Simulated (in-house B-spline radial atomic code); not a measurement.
Cu⁶⁺. Computed with a B-spline radial atomic code. Model: all-electron spherical atom, spin shells full or empty, radial basis limit, no spin-orbit coupling, Breit or QED, empty-state partial waves extrapolated as (l+1/2)^-4, RPA, G0W0 and static COHSEX of the highest shell as one setting changes (uncorrelated shells keep exact exchange).

Given: element Cu; charge 6; filled core Ar; hamiltonian one-electron scalar X2C; mean-field start PBE; highest l of empty states 9; nuclear rms radius 3.8823 fm; highest mean-field shell 3d up.

Shell: 3d 5 0 (electrons up and down).

```
lowest nl shells left uncorrelated  RPA correlation energy (hartree)  G0W0 level (eV)  G0W0 minus most complete (meV)  COHSEX level (eV)  linearised minus solved G0W0 (meV)
                                 0                           -1.6065          -139.19                               0            -143.66                               -44.7
                                 1                                 ?                ?                               ?                  ?                                   ?
                                 2                           -1.2885          -139.15                            34.9            -143.62                               -44.5
                                 3                          -0.81845          -139.03                           155.5             -143.6                               -43.8
                                 4                                 ?                ?                               ?                  ?                                   ?
                                 5                          -0.15587          -139.95                          -756.4            -142.45                               -50.2
```

Task: What follows for lowest nl shells left uncorrelated = 4?

Result: RPA correlation energy -0.64806 hartree; G0W0 level -139.19 eV; G0W0 minus most complete -0.6 meV; COHSEX level -143.44 eV; linearised minus solved G0W0 -44.8 meV.

Task: What follows for lowest nl shells left uncorrelated = 1?

Result: RPA correlation energy -1.4583 hartree; G0W0 level -139.19 eV; G0W0 minus most complete 0.6 meV; COHSEX level -143.66 eV; linearised minus solved G0W0 -44.7 meV.
